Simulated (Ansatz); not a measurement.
Consider the formal exchange of groups at the Si–Si bond: `[SiH3][SiH2][SiH]1[CH2][AlH]1` + `F[CH2][AlH2]` → `F[CH]([AlH2])[SiH2][SiH3]` + `[CH2]1[AlH][SiH2]1`.

Program: Ansatz. Geometries: PBE0-D4/def2-TZVP. ΔE: electronic, gas phase. CBS: MP2 limit from def2 TZ/QZ plus the TZ coupled-cluster correction, frozen cores. Functionals use def2-TZVPP. B3LYP here is the variant with VWN-RPA as its local correlation; programs differ in this. Each species was taken in one conformer, which may not be the lowest.

`[SiH3][SiH2][SiH]1[CH2][AlH]1`:

Z-matrix (Å, degrees):
```
Si
Si 1 2.338
H 1 1.488 2 110.0
H 1 1.489 2 111.4 3 120.3
H 1 1.488 2 109.8 3 -119.4
Si 2 2.324 1 110.4 3 59.2
H 2 1.493 1 109.7 3 -66.0
H 2 1.494 1 108.7 3 177.0
Al 6 2.327 2 116.2 1 103.1
C 6 1.934 2 113.5 1 162.5
H 6 1.491 2 112.5 1 -62.0
H 9 1.580 6 164.6 2 -75.9
H 10 1.089 6 118.6 2 18.8
H 10 1.097 6 111.7 2 146.9
```

`F[CH2][AlH2]`:

```xyz
7

F     1.027   -0.724    1.419
C    -0.138   -0.554    0.666
Al    0.119    0.690   -0.854
H    -0.927   -0.203    1.347
H    -0.465   -1.546    0.326
H     1.523    1.371   -1.121
H    -1.139    0.967   -1.783
```

`F[CH]([AlH2])[SiH2][SiH3]`:

Cartesian coordinates in Å:
```
F 1.540 -1.631 1.597
C 0.501 -0.814 1.101
Al 0.537 0.978 1.934
Si 0.572 -0.795 -0.792
Si -1.239 0.435 -1.635
H -0.453 -1.299 1.365
H -0.705 1.924 1.649
H 1.767 1.423 2.824
H 0.547 -2.182 -1.333
H 1.841 -0.150 -1.237
H -1.362 0.205 -3.100
H -1.040 1.890 -1.396
H -2.506 0.016 -0.977
```

`[CH2]1[AlH][SiH2]1`:

Cartesian coordinates in Å:
```
C -0.513 -0.751 0.119
Al -0.015 0.700 1.325
Si 0.585 0.448 -0.910
H 0.040 -1.662 0.384
H -1.498 -1.031 -0.252
H -0.221 1.216 2.805
H -0.192 1.196 -1.937
H 1.814 -0.116 -1.533
```

| level | ΔE (kcal/mol) | difference from CCSD(T)/CBS |
| --- | --- | --- |
| r2SCAN-D4 | 7.6 | 0.3 |
| B3LYP-D4 | 6.9 | -0.4 |
| ωB97X-V | 6.6 | -0.7 |
| ωB97M-V | 5.6 | -1.7 |
| B3LYP | 7.1 | -0.2 |
| HF/def2-TZVPP | 6.6 | -0.7 |
| CCSD(T)/def2-TZVPP | 7.3 | 0.0 |
| MP2/def2-QZVPP | 7.3 | 0.0 |
| SCS-MP2/def2-QZVPP | 6.8 | -0.5 |
| MP2/CBS(def2) | 7.3 | 0.0 |
| CCSD(T)/CBS | 7.3 | 0 |

Largest T1 diagnostic among the species: 0.014.

In def2-TZVPP, CCSD(T) changes the Hartree–Fock value by +0.7 kcal/mol (the triples alone add +0.2 kcal/mol) and MP2 by +0.8 kcal/mol.
